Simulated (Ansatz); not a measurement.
Born–Oppenheimer molecular dynamics of CH8AlFOSi (13 atoms, charge 0, multiplicity 1). It starts at the highest image of a converged band. Of that band: Neighbouring images differ by up to 1.2 eV, so the band resolves the path poorly. A vibrational analysis at the climbing image gives one clearly imaginary mode, 531i cm⁻¹: a first-order saddle point.

Computed with RKS B3LYP-D4/cc-pVDZ (Ansatz 0.2.0).

```json
{
  "ensemble": "NVE (velocity Verlet)",
  "time step": "0.5 fs",
  "steps asked": "200",
  "starting velocities drawn for": "100 K",
  "seed": "9655"
}
```

Frames 5 fs apart, positions in Å, forces in eV/Å.

Velocities at 35.0 fs (Å/ps):

```
Al -4.51 -0.93 -2.20
F 5.36 -2.34 0.93
C 1.88 -0.70 0.90
O 0.11 -0.96 -0.32
H 3.12 -12.62 11.55
Si -0.76 3.29 0.12
H -6.29 13.42 7.32
H 0.72 -4.25 6.58
H 16.21 6.80 -1.34
H -10.02 7.18 -4.42
H 8.83 -4.03 0.99
H 19.39 -0.14 0.07
H -15.10 -5.39 11.58
```

```xyz
13
Properties=species:S:1:pos:R:3:forces:R:3 time_fs=35.0 energy_less_start_eV=-0.052 T=137
Al 0.461 0.411 0.296 -0.54 -0.10 -0.43
F 1.393 -1.279 1.166 0.25 0.23 0.03
C 1.405 0.741 -1.387 0.62 0.27 0.63
O 0.405 1.700 1.444 0.21 0.06 0.20
H 0.529 -1.674 1.097 -0.23 -0.22 0.02
Si -1.730 -0.932 0.224 0.23 -0.39 0.45
H 2.425 1.139 -1.175 -0.31 -0.07 -0.08
H 1.533 -0.153 -1.991 0.01 -0.51 -0.29
H 0.891 1.484 -2.005 -0.21 0.23 -0.08
H -0.026 1.720 2.305 -0.03 -0.07 -0.07
H -2.288 -1.449 1.554 0.18 0.12 -0.31
H -1.933 -2.063 -0.759 0.12 0.13 0.08
H -2.661 0.143 -0.181 -0.31 0.32 -0.15
13
Properties=species:S:1:pos:R:3:forces:R:3 time_fs=40.0 energy_less_start_eV=-0.073 T=152
Al 0.436 0.406 0.283 -0.53 0.13 -0.26
F 1.418 -1.291 1.171 -0.30 0.03 -0.03
C 1.418 0.739 -1.379 -0.20 -0.08 -0.25
O 0.407 1.696 1.444 0.28 -0.02 0.01
H 0.571 -1.735 1.160 0.29 0.06 0.05
Si -1.733 -0.916 0.226 0.07 0.36 -0.01
H 2.388 1.189 -1.141 0.47 -0.20 0.06
H 1.542 -0.198 -1.978 0.08 0.55 0.19
H 0.943 1.522 -2.015 -0.20 -0.43 0.18
H -0.079 1.746 2.272 -0.08 -0.09 0.02
H -2.226 -1.461 1.532 0.00 -0.10 0.14
H -1.828 -2.050 -0.753 -0.05 0.02 -0.06
H -2.762 0.139 -0.140 0.16 -0.22 -0.05
13
Properties=species:S:1:pos:R:3:forces:R:3 time_fs=45.0 energy_less_start_eV=-0.123 T=186
Al 0.406 0.403 0.268 -0.37 0.32 -0.09
F 1.442 -1.301 1.175 -0.11 0.17 -0.06
C 1.431 0.739 -1.370 0.41 0.40 0.75
O 0.413 1.691 1.445 0.17 -0.11 0.08
H 0.645 -1.804 1.236 0.08 -0.07 0.06
Si -1.735 -0.898 0.229 0.05 0.36 -0.09
H 2.418 1.184 -1.103 -0.20 -0.30 -0.12
H 1.575 -0.169 -1.951 0.18 -0.34 -0.35
H 0.941 1.491 -2.000 -0.28 0.07 -0.13
H -0.143 1.750 2.231 0.03 -0.09 -0.13
H -2.160 -1.493 1.535 -0.02 -0.13 0.17
H -1.733 -2.030 -0.758 -0.15 0.00 -0.06
H -2.836 0.095 -0.113 0.21 -0.29 -0.04
13
Properties=species:S:1:pos:R:3:forces:R:3 time_fs=50.0 energy_less_start_eV=-0.142 T=200
Al 0.374 0.402 0.252 -0.05 0.39 0.05
F 1.464 -1.309 1.179 -0.05 0.27 -0.10
C 1.448 0.742 -1.352 -0.27 -0.77 -0.32
O 0.422 1.685 1.446 0.17 -0.21 -0.08
H 0.740 -1.885 1.324 -0.05 -0.14 0.08
Si -1.736 -0.878 0.231 0.37 -0.64 0.33
H 2.435 1.130 -1.083 0.19 0.40 0.00
H 1.636 -0.169 -1.971 -0.19 0.30 0.24
H 0.892 1.456 -1.998 0.31 -0.02 0.18
H -0.207 1.736 2.173 -0.02 -0.02 0.02
H -2.094 -1.548 1.565 0.11 0.16 -0.34
H -1.671 -2.008 -0.775 -0.15 0.09 0.08
H -2.877 -0.004 -0.100 -0.37 0.21 -0.14
13
Properties=species:S:1:pos:R:3:forces:R:3 time_fs=55.0 energy_less_start_eV=-0.144 T=201
Al 0.341 0.404 0.237 0.37 0.47 0.10
F 1.484 -1.315 1.181 -0.58 -0.26 0.07
C 1.464 0.734 -1.335 0.27 -0.23 0.27
O 0.433 1.675 1.447 -0.06 -0.25 0.02
H 0.852 -1.978 1.429 0.44 0.44 -0.13
Si -1.735 -0.863 0.235 -0.27 -0.24 -0.22
H 2.463 1.147 -1.072 -0.41 0.18 -0.06
H 1.665 -0.140 -1.963 -0.08 -0.36 -0.12
H 0.896 1.432 -1.970 0.15 0.30 -0.06
H -0.268 1.716 2.111 0.11 0.05 -0.01
H -2.008 -1.575 1.536 -0.03 0.03 0.06
H -1.645 -1.970 -0.779 -0.08 -0.06 -0.03
H -2.978 -0.073 -0.112 0.17 -0.07 0.11
13
Properties=species:S:1:pos:R:3:forces:R:3 time_fs=60.0 energy_less_start_eV=-0.111 T=178
Al 0.311 0.411 0.223 0.67 0.54 0.06
F 1.500 -1.321 1.183 0.17 0.59 -0.31
C 1.482 0.720 -1.317 -0.37 -0.11 -0.35
O 0.443 1.662 1.447 -0.14 -0.23 0.02
H 1.007 -2.027 1.523 -0.33 -0.39 0.22
Si -1.736 -0.849 0.237 -0.60 -0.31 -0.55
H 2.430 1.211 -1.065 0.23 -0.07 0.18
H 1.673 -0.161 -1.963 0.02 0.17 0.16
H 0.940 1.460 -1.945 0.00 -0.13 -0.01
H -0.309 1.708 2.053 0.10 0.12 0.10
H -1.927 -1.593 1.518 -0.10 -0.06 0.29
H -1.637 -1.945 -0.788 0.00 -0.09 -0.04
H -3.048 -0.152 -0.102 0.36 -0.05 0.22
13
Properties=species:S:1:pos:R:3:forces:R:3 time_fs=65.0 energy_less_start_eV=-0.043 T=131
Al 0.286 0.422 0.209 0.80 0.43 0.04
F 1.514 -1.324 1.184 -0.36 -0.41 0.20
C 1.495 0.706 -1.303 -0.14 0.63 -0.04
O 0.451 1.646 1.448 -0.17 -0.08 0.08
H 1.147 -2.078 1.626 0.17 0.63 -0.34
Si -1.742 -0.839 0.235 -0.03 -1.23 0.03
H 2.422 1.250 -1.024 -0.01 -0.52 0.11
H 1.690 -0.166 -1.942 0.20 -0.01 -0.03
H 0.982 1.468 -1.929 -0.16 -0.23 -0.11
H -0.325 1.728 2.018 0.09 0.13 0.16
H -1.867 -1.615 1.551 -0.03 0.23 -0.24
H -1.631 -1.937 -0.805 0.00 0.04 0.10
H -3.055 -0.233 -0.045 -0.37 0.37 0.04
13
Properties=species:S:1:pos:R:3:forces:R:3 time_fs=70.0 energy_less_start_eV=-0.065 T=146
Al 0.269 0.438 0.195 0.65 0.21 0.03
F 1.526 -1.328 1.185 0.04 0.38 -0.31
C 1.504 0.701 -1.290 -0.17 -0.03 -0.11
O 0.457 1.628 1.451 -0.19 0.15 0.24
H 1.290 -2.063 1.700 -0.21 -0.16 0.17
Si -1.748 -0.839 0.234 -0.48 -0.72 -0.07
H 2.429 1.190 -0.955 0.14 -0.03 0.07
H 1.747 -0.168 -1.922 0.01 -0.02 0.07
H 0.990 1.433 -1.938 0.00 0.08 -0.16
H -0.314 1.777 2.017 0.16 0.04 0.07
H -1.816 -1.593 1.545 -0.05 0.05 -0.02
H -1.625 -1.925 -0.803 -0.07 -0.05 -0.01
H -3.116 -0.242 0.028 0.17 0.11 0.05
13
Properties=species:S:1:pos:R:3:forces:R:3 time_fs=75.0 energy_less_start_eV=-0.029 T=121
Al 0.258 0.455 0.182 0.33 -0.02 0.11
F 1.538 -1.330 1.183 -0.02 0.09 -0.14
C 1.511 0.697 -1.280 0.18 -0.23 -0.30
O 0.460 1.612 1.456 0.06 0.27 0.17
H 1.395 -2.037 1.776 -0.14 0.12 -0.02
Si -1.759 -0.844 0.231 -0.57 -0.15 -0.21
H 2.453 1.115 -0.875 -0.23 0.28 -0.19
H 1.805 -0.179 -1.888 -0.24 -0.01 0.14
H 1.006 1.405 -1.976 0.42 0.05 0.15
H -0.274 1.836 2.038 -0.01 -0.02 0.11
H -1.777 -1.560 1.538 -0.05 -0.20 0.30
H -1.636 -1.923 -0.803 -0.16 -0.11 -0.07
H -3.146 -0.221 0.108 0.43 -0.07 -0.04
13
Properties=species:S:1:pos:R:3:forces:R:3 time_fs=80.0 energy_less_start_eV=-0.041 T=129
Al 0.250 0.472 0.169 0.05 -0.14 0.23
F 1.549 -1.331 1.180 -0.04 -0.19 0.11
C 1.520 0.689 -1.274 0.26 -0.15 0.13
O 0.464 1.601 1.465 0.05 0.36 0.23
H 1.469 -1.984 1.852 -0.12 0.40 -0.29
Si -1.773 -0.852 0.227 0.40 -0.69 0.33
H 2.441 1.102 -0.832 0.03 0.24 -0.10
H 1.816 -0.207 -1.831 -0.11 -0.26 -0.09
H 1.101 1.401 -1.997 0.07 0.26 -0.15
H -0.226 1.888 2.075 0.04 -0.14 -0.04
H -1.749 -1.562 1.580 -0.05 0.04 -0.26
H -1.684 -1.942 -0.815 -0.20 0.05 0.08
H -3.098 -0.206 0.179 -0.37 0.22 -0.15
13
Properties=species:S:1:pos:R:3:forces:R:3 time_fs=85.0 energy_less_start_eV=-0.052 T=136
Al 0.242 0.488 0.159 -0.09 -0.09 0.31
F 1.561 -1.332 1.175 0.02 0.48 -0.72
C 1.534 0.679 -1.268 0.25 0.30 -0.44
O 0.469 1.595 1.476 0.19 0.23 0.01
H 1.508 -1.887 1.908 -0.18 -0.28 0.53
Si -1.785 -0.865 0.226 0.09 -0.20 0.30
H 2.432 1.137 -0.814 0.14 -0.25 -0.03
H 1.799 -0.271 -1.783 -0.01 0.37 0.12
H 1.219 1.430 -2.033 -0.10 -0.41 0.17
H -0.178 1.912 2.112 -0.11 -0.12 0.02
H -1.734 -1.562 1.575 -0.08 -0.02 -0.16
H -1.779 -1.954 -0.812 -0.15 0.02 0.02
H -3.108 -0.152 0.215 0.03 -0.03 -0.12
13
Properties=species:S:1:pos:R:3:forces:R:3 time_fs=90.0 energy_less_start_eV=-0.049 T=134
Al 0.233 0.503 0.151 0.01 -0.10 0.29
F 1.572 -1.330 1.166 -0.11 -0.25 0.42
C 1.554 0.674 -1.268 0.26 0.47 0.47
O 0.476 1.592 1.488 0.10 0.14 -0.06
H 1.511 -1.783 1.994 -0.07 0.46 -0.62
Si -1.796 -0.879 0.226 -0.28 0.41 -0.15
H 2.455 1.120 -0.803 0.08 -0.35 0.02
H 1.786 -0.288 -1.725 0.23 -0.27 -0.22
H 1.308 1.394 -2.053 -0.40 0.08 -0.33
H -0.150 1.905 2.148 -0.09 -0.14 -0.04
H -1.738 -1.571 1.541 -0.09 -0.23 0.33
H -1.907 -1.961 -0.805 -0.01 -0.01 -0.07
H -3.114 -0.102 0.225 0.37 -0.22 -0.03
```

Of the whole run (100 fs, mean temperature of the second half 149 K): The conserved energy stayed within 0.032 meV per atom of its start (net change 0.013 meV per atom), so the integration is sound. The system heated up, since it started high on the potential surface and ran downhill. A run of 0.1 ps of so small a system gives no equilibrium averages. The orbitals stay closed-shell, which can raise the energy where a bond breaks towards radicals; this wasn't checked here.

Time of the run: 11 min on 2 threads of Arm Neoverse V2, on a shared host, peak memory 0.27 GiB.
